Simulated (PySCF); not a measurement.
Problem. What does the PBE0-D3(BJ)/def2-SVP structure of `FC1=CC=[B-](C(F)(F)F)C=C1` look like in three dimensions? (Charge -1.)

Solution. 
Z-matrix in Å and degrees, rows numbered from 1:
```
F 
C   1  1.3648
C   2  1.3922  1  118.47
C   3  1.3985  2  120.70  1  -179.94
B   4  1.5042  3  119.31  2    -0.02
C   5  1.6066  4  121.80  3   178.20
F   6  1.3601  5  114.47  4    19.89
F   6  1.3646  5  113.63  4  -100.03
F   6  1.3624  5  114.09  4   140.50
C   5  1.5059  4  116.80  3    -0.28
C   2  1.3932  1  118.34  3   179.81
H   3  1.0978  2  116.95  1     0.27
H   4  1.0978  3  116.91  2  -179.62
H  10  1.0981  5  123.99  4  -179.39
H  11  1.0978  2  116.90  1    -0.15
```

Of the pairs four or more bonds apart, F7···H13 is among the closest relative to their van der Waals radii: 2.77 Å, 104 % of the sum of Bondi's values. C4 (aromatic CH carbon) is planar (angles 123.8°, 119.3° and 116.9°, sum 360.0°, 0.00 Å off the plane of its three neighbours). B5 (three-coordinate boron) is planar (angles 121.8°, 121.4° and 116.8°, sum 360.0°, 0.01 Å off the plane of its three neighbours). C3 (aromatic CH carbon) is planar (angles 122.3°, 120.7° and 116.9°, sum 360.0°, 0.00 Å off the plane of its three neighbours).

Computed with PBE0-D3(BJ)/def2-SVP geometry optimisation, gas phase in PySCF.

Point group: near Cs, missed by 0.40 Å at most; the miss may be what the optimiser left on a soft mode. No PBE0-D3(BJ)/def2-SVP frequencies stand behind this structure, so it isn't proved a minimum. The geometry's basis has no diffuse functions, a weakness for an anion.
